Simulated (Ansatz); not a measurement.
Basis-set extrapolation for `CC(C)O[SiH](F)F` (PBE0-D4/def2-TZVP geometry, frozen core, Ansatz). Multiplicity 1, RHF reference.

```tsv
	def2-TZVPP	def2-QZVPP
HF	-681.319904	-681.348891
MP2 correlation	-1.371492	-1.482304
CCSD(T) correlation	-1.462154	not run
```

Energies in hartree. Use E(X) = E(∞) + A·exp(−7.88·√X) for Hartree–Fock and E(X) = E(∞) + B·X^(−2.97) for correlation, with X = 3 and 4, and add CCSD(T) minus MP2 of the smaller set to the MP2 limit.

Question: What is the CCSD(T) energy at the basis-set limit?

Answer: HF limit: -681.348891 + (-0.028987) × 0.13774 = -681.35288. MP2 limit: -1.482304 + (-0.110812) × 0.74074 = -1.56439. Higher-order term: -1.462154 − (-1.371492) = -0.09066. Total: -683.00793 hartree, 593.0 kJ/mol below CCSD(T)/def2-TZVPP.
